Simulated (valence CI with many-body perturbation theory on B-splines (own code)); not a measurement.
Values are calculated unless marked as measured or tabulated.
## Hyperfine factors and g values of Zr³⁵⁺

Method: relativistic CI+MBPT: three valence electrons over a frozen Dirac-Fock core [He], radial functions for each j: 11 s, 11 p, 10 d, 8 f, 5 g, 2 h, with the one-electron correlation potential Σ1, the two-electron term Σ2, the three-electron term Σ3, Breit, model QED; selected CI, second order for the rest, scaled by the run's own slope (own B-spline code, finite nucleus).

No measured spectrum was set against this ion. As an estimate, large intervals hold to a few tenths of a per cent, small ones and those within an open d or f shell to about a per cent.

A/g_I is the dipole constant over the nuclear g factor μ/I (μ in nuclear magnetons, uniformly magnetised nucleus), B/Q the quadrupole constant per barn. Both hold the static response of the core; the bare values leave it out. Large factors of s and p1/2 electrons are usually good to 5 to 10 %; those of open d and f shells near neutrality can be off by tens of per cent, and small factors of p3/2, d and f electrons come from cancelling terms and can be off by a factor of two or in sign, in half-filled shells by more. B is blank for J = 1/2, where it vanishes, and for nearly pure S terms. Energies count from the lowest level.

Levels are named by their leading jj configuration (3d3/2^4 stands for four electrons in 3d with j = 3/2), which in mixed levels can hold well under half, so a name can repeat and another be missing. Letters in brackets count levels of one name in rising energy.

```
                     Level  E (eV)      g  A/g_I (MHz)  A/g_I bare  B/Q (MHz/b)  B/Q bare
        (2s^2 2p1/2) J=1/2     0.0  0.653       688000      682000                       
        (2s^2 2p3/2) J=3/2    96.6  1.324       119000      123000       221000    222000
        (2s 2p1/2^2) J=1/2   102.7  2.406      1840000     1820000                       
(2s 2p1/2 2p3/2) J=3/2 [a]   171.1  1.692       552000      549000       177000    177000
    (2s 2p1/2 2p3/2) J=5/2   192.4  1.430       617000      614000        32800     33000
(2s 2p1/2 2p3/2) J=3/2 [b]   229.5  0.917       -13600       -6770       196000    197000
    (2s 2p1/2 2p3/2) J=1/2   236.1  1.121      -350000     -338000                       
        (2s 2p3/2^2) J=5/2   287.2  1.350       544000      539000       189000    189000
        (2s 2p3/2^2) J=1/2   338.3  1.778      2070000     2030000                       
        (2s 2p3/2^2) J=3/2   339.6  1.229      -254000     -240000      -108000   -108000
     (2p1/2^2 2p3/2) J=3/2   347.2  1.471        87600       98400       169000    170000
     (2p1/2 2p3/2^2) J=3/2   424.8  1.370         8810       17900        70300     70500
     (2p1/2 2p3/2^2) J=5/2   439.2  1.190       226000      230000        -1240     -1250
     (2p1/2 2p3/2^2) J=1/2   466.9  0.653       690000      681000                       
           (2p3/2^3) J=3/2   546.6  1.265       118000      124000      -238000   -238000
           (2s^2 3s) J=1/2  2655.4  1.997       624000      616000                       
        (2s^2 3p1/2) J=1/2  2693.6  0.669       194000      192000                       
        (2s^2 3p3/2) J=3/2  2720.4  1.347       139000      139000        61600     61800
   (2s 2p1/2 3s) J=1/2 [a]  2730.3  2.468      1250000     1230000                       
       (2s 2p1/2 3s) J=3/2  2744.0  1.606       998000      984000       -78000    -78200
        (2s^2 3d3/2) J=3/2  2753.9  0.800        42300       41900        12800     12900
   (2s 2p1/2 3s) J=1/2 [b]  2755.4  0.747       941000      930000                       
        (2s^2 3d5/2) J=5/2  2762.5  1.197        11700       11700        17400     17600
(2s 2p1/2 3p1/2) J=1/2 [a]  2763.0  0.235      -143000     -138000                       
    (2s 2p1/2 3p1/2) J=3/2  2775.1  1.178       924000      911000       -70800    -70900
(2s 2p1/2 3p1/2) J=1/2 [b]  2792.3  2.130      2030000     2000000                       
(2s 2p1/2 3p3/2) J=3/2 [a]  2797.8  1.430       141000      141000        53600     53700
    (2s 2p1/2 3p3/2) J=1/2  2807.8  1.182      -772000     -759000                       
    (2s 2p1/2 3p3/2) J=5/2  2809.4  1.367       547000      540000        -7790     -7830
(2s 2p1/2 3p3/2) J=3/2 [b]  2813.3  1.236       299000      296000        66700     66800
(2s 2p1/2 3d3/2) J=3/2 [a]  2820.8  0.526      -199000     -195000        21500     21700
       (2s 2p3/2 3s) J=5/2  2824.8  1.581       600000      595000       211000    211000
    (2s 2p1/2 3d3/2) J=5/2  2830.8  1.080       329000      325000       -21700    -21600
(2s 2p1/2 3d5/2) J=5/2 [a]  2839.4  1.359       352000      347000        12600     12700
   (2s 2p3/2 3s) J=3/2 [a]  2839.5  1.385       678000      672000       159000    160000
(2s 2p1/2 3d3/2) J=3/2 [b]  2842.5  1.298       321000      316000        39000     39100
    (2s 2p1/2 3d3/2) J=1/2  2842.7  0.348      -837000     -825000                       
    (2s 2p1/2 3d5/2) J=7/2  2846.1  1.264       386000      381000       -62300    -62200
    (2s 2p1/2 3d5/2) J=3/2  2855.7  0.999      -254000     -251000         4890      5030
(2s 2p1/2 3d5/2) J=5/2 [b]  2857.0  1.030        74600       74200        59500     59800
```

Problem. Take the isotope of mass number 91, with I = 5/2, μ = -1.3022 μN and Q = -0.176 b. What is the hyperfine structure of (2s 2p1/2 2p3/2) J=3/2 [a]?

Solution. From the table A = -287000 MHz, B = -31100 MHz. Shifts from the centre of gravity in MHz: F = 1: 1480000, F = 2: 936000, F = 3: 88900, F = 4: -1080000.
